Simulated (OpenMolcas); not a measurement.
Ag³⁺.

```
Program             : OpenMolcas
Basis               : ANO-RCC-VQZP [8s7p5d3f2g1h]
Scalar Hamiltonian  : DKH2, point nucleus
Active space        : 8 electrons in 5 orbitals (4d)
State averaging     : 2S+1 = 3 even, 10 roots; 2S+1 = 1 even, 15 roots
Spin-orbit coupling : RASSI with atomic mean-field integrals over the reference wave functions, term energies averaged over their components
```

Two sets of levels on these reference wave functions, in cm⁻¹ above 4d⁸ ³F₄: one from CASSCF and one from SS-CASPT2, IPEA 0.25 Eh, imaginary shift 0.1 Eh (closed shells correlated: 4s 4p).

```tsv
Level	Set 1	Set 2
4d⁸ ³F₄	0.0	0.0
4d⁸ ³F₃	4030	4060
4d⁸ ³F₂	6030	5630
4d⁸ ³P₁	19730	16210
4d⁸ ³P₀	20060	16440
4d⁸ ¹G₄	24200	20650
4d⁸ ¹S₀	56180	47700
```

Problem. Which set is which?

Solution. Set 2 is SS-CASPT2. Its levels of the other terms of 4d⁸ lie at 0.82 to 0.85 of the other set's values, as expected, since terms of lower spin or lower L gain more correlation energy than the Hund ground term. Against 6 measured levels (the list in Gamrath, thesis, University of Mons (2023)) the mean absolute deviation is 270 cm-1 with it and 3500 cm-1 without; single levels miss by up to 560 cm-1 with it.

CASPT2 breaks the degeneracy within a term, and the mean is taken; among the terms shown or strongly mixed into the levels shown the widest spread is 650 cm-1 (4d⁸ ¹G, SS-CASPT2). Without dynamic correlation excited terms often stand tens of per cent too high (terms of higher spin than the ground term too low), and those without a measured partner can miss by more than the paired ones (holds for CASSCF). Measured partners are found by configuration, term and J. A level has none where our copy of the source lacks it or the pairing is in doubt (some pairs that miss far off the trend of their configuration count as doubtful), and it then counts in no deviation. Levels of configurations outside the active space are missing. The table leaves out levels that lie high or whose names do not pair safely across all columns.
